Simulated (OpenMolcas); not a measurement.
## Mo3+: CASPT2 settings compared

| Property | Result |
| --- | --- |
| Program | OpenMolcas 26.06 |
| Basis | ANO-R1 [6s4p3d1f] |
| Scalar Hamiltonian | X2C, finite nucleus |
| Active space | 3 electrons in 5 orbitals (4d) |
| State averaging | 2S+1 = 4 even, 10 roots; 2S+1 = 2 even, 40 roots kept (CI in the orbitals of an earlier block) |
| Spin-orbit coupling | state interaction with AMFI integrals over the reference wave functions, term energies averaged over their components |

Methods on the same reference wave functions:
A. CASSCF
B. SS-CASPT2, IPEA 0.5 Eh, real shift 0.3 Eh (closed shells correlated: 4s 4p)
C. SS-CASPT2, IPEA 0.3 Eh, real shift 0.15 Eh (closed shells correlated: none)
D. SS-CASPT2, IPEA 0 Eh, no level shift (closed shells correlated: 4s 4p)
E. MS-CASPT2, IPEA 0.3 Eh, real shift 0.15 Eh (closed shells correlated: none)
F. MS-CASPT2, IPEA 0.5 Eh, real shift 0.3 Eh (closed shells correlated: 4s 4p)

Energies in cm⁻¹ above 4d³ ⁴F_3/2, the measured ground level; measured values from Sugar and Musgrove, J. Phys. Chem. Ref. Data 17, 155 (1988).

| Level | A | B | C | D | E | F | Measured |
| --- | --- | --- | --- | --- | --- | --- | --- |
| 4d³ ⁴F_3/2 | 0.0 | 0.0 | 0.0 | 0.0 | 0.0 | 0.0 | 0.0 |
| 4d³ ⁴F_5/2 | 756 | 769 | 768 | 775 | 769 | 770 | 778 |
| 4d³ ⁴F_7/2 | 1729 | 1746 | 1746 | 1754 | 1748 | 1748 | 1760 |
| 4d³ ⁴F_9/2 | 2855 | 2860 | 2870 | 2860 | 2870 | 2860 | 2865 |
| 4d³ ⁴P_1/2 | 13101 | 11480 | 11930 | 10800 | 11880 | 11450 | 10338 |
| 4d³ ⁴P_3/2 | 13191 | 11580 | 12040 | 10900 | 11900 | 11500 | 10331 |
| 4d³ ²G_7/2 | 14205 | 13020 | 13720 | 12310 | 13720 | 13020 | 11580 |
| 4d³ ⁴P_5/2 | 14296 | 12650 | 13100 | 11970 | 13090 | 12650 | 11612 |
| 4d³ ²G_9/2 | 14937 | 13770 | 14480 | 13090 | 14530 | 13800 | 12311 |
| 4d³ ²P_1/2 | 18537 | 17280 | 17970 | 16710 | 16490 | 16390 | 14348 |
| 4d³ ²H_9/2 | 18894 | 17750 | 18540 | 17190 | 18910 | 17970 | 15995 |
| 4d³ ²H_11/2 | 19288 | 18150 | 18950 | 17610 | 19370 | 18400 | 16357 |
| 4d³ ²D_5/2(1) | 21076 | 18540 | 18840 | 17560 | 18860 | 18560 |  |
| 4d³ ²F_7/2 | 30925 | 27620 | 28960 | 26770 | 28960 | 27630 | 24787 |
| 4d³ ²F_5/2 | 31278 | 27960 | 29290 | 27100 | 29290 | 27960 | 25100 |
| 4d³ ²D_5/2(2) | 48134 | 42400 | 43130 | 41950 | 43120 | 42380 | 38922 |
| 4d³ ²D_3/2(2) | 48541 | 42790 | 43510 | 42350 | 43600 | 42830 |  |

Deviations, from unrounded energies. A percentage is the sum of absolute deviations over the sum of measured energies, with the sign that they share, or ± where signs differ.

```json
{"Against measurement": "mean absolute deviation (cm-1)", "Levels": "14", "A": "3200", "B": "1600", "C": "2200", "D": "1100", "E": "2100", "F": "1500"}
{"Against measurement": "fine structure of the ground term (%)", "Levels": "3", "A": "-1.1", "B": "-0.4", "C": "±0.5", "D": "-0.2", "E": "±0.5", "F": "±0.4"}
{"Against measurement": "other terms of the ground configuration (%)", "Levels": "11", "A": "+23.5", "B": "+11.5", "C": "+15.9", "D": "+7.7", "E": "+15.4", "F": "+11.2"}
```

D lies closest to measurement on these levels and A furthest from it. The largest miss of D in the table is 4d³ ²D_5/2(2), by +3000 cm-1. The ranking rests on the paired levels alone, and a cruder setting can come out closer through cancelling errors.

Among B to F the level of the table that moves most is 4d³ ²F_7/2, by 2200 cm-1 (lowest in D, highest in E). Moves below CASPT2's spread within the term are not significant.

From A to B the spin-free energies of the other terms of 4d³ shown, above ⁴F, scale by factors of 0.86 to 0.93, as is usual when dynamic correlation screens the repulsion within a d or f shell.

The lowest spin-free term lies below A's lowest term by 0.163 hartree in B, 0.013 hartree in C, 0.177 hartree in D, 0.013 hartree in E, 0.163 hartree in F.

Term energies are means over components that CASPT2 splits; among the terms shown or strongly mixed into the levels shown the widest spread is 800 cm-1 (4d³ ²H, C). Terms from blocks run as CI alone lack orbitals of their own. The basis is small and was not contracted for so high a charge. The CASPT2 spread within a term exceeds the gap to the next term for 4d³ ²P and 4d³ ²H, 4d³ ²H and 4d³ ²D(1), so the order of their levels is uncertain (figures for B; the like holds for C, D, F). Without dynamic correlation excited terms often stand tens of per cent too high (terms of higher spin than the ground term too low), and those without a measured partner can miss by more than the paired ones (holds for A). Some terms miss by over 15 % even with CASPT2, which points to a basis or an active space too small for the shells correlated (holds for B; C; D; E). Measured partners are found by configuration, term and J. A level has none where our copy of the source lacks it or the pairing is in doubt (some pairs that miss far off the trend of their configuration count as doubtful), and it then counts in no deviation. Levels of configurations outside the active space are missing. Levels that lie high or do not pair safely by name in every column are left out.

A number in round brackets counts repeated terms of one configuration in the order of the reference energies.
